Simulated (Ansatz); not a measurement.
One change: `CN[SiH](N)O` becomes `CN[SiH](N)[SiH3]`.

Ansatz, PBE0-D4/def2-TZVP geometries, multiplicity 1. Each molecule was computed in one conformer, which needn't be the lowest.

```json
{"property": "HOMO energy (PBE/def2-TZVPP) / eV", "`CN[SiH](N)O`": "-5.25"}
{"property": "LUMO energy (PBE/def2-TZVPP) / eV", "`CN[SiH](N)O`": "0.23"}
{"property": "HOMO energy (PBE0/def2-TZVPP) / eV", "`CN[SiH](N)O`": "-6.62"}
{"property": "size of the dipole moment (PBE/def2-TZVPP) / D", "`CN[SiH](N)O`": "0.89"}
{"property": "size of the dipole moment (ωB97M-V/def2-TZVPP) / D", "`CN[SiH](N)O`": "0.94"}
{"property": "LUMO energy (ωB97M-V/def2-TZVPP) / eV", "`CN[SiH](N)O`": "2.45"}
```

What does the change do to each property? (An estimate is asked.)

The calculation gave: 
| property | `CN[SiH](N)[SiH3]` | shift |
| --- | --- | --- |
| HOMO energy (PBE/def2-TZVPP) / eV | -5.23 | 0.02 |
| LUMO energy (PBE/def2-TZVPP) / eV | -0.51 | -0.74 |
| HOMO energy (PBE0/def2-TZVPP) / eV | -6.46 | 0.16 |
| size of the dipole moment (PBE/def2-TZVPP) / D | 1.56 | 0.67 |
| size of the dipole moment (ωB97M-V/def2-TZVPP) / D | 1.46 | 0.52 |
| LUMO energy (ωB97M-V/def2-TZVPP) / eV | 1.95 | -0.50 |

With PBE0 the HOMO rises by 0.16 eV and the LUMO falls by 0.74 eV, so the gap narrows by about 0.90 eV. PBE moves the HOMO by 0.02 eV and ωB97M-V by 0.32 eV. Dipoles are sizes alone; their direction can turn.
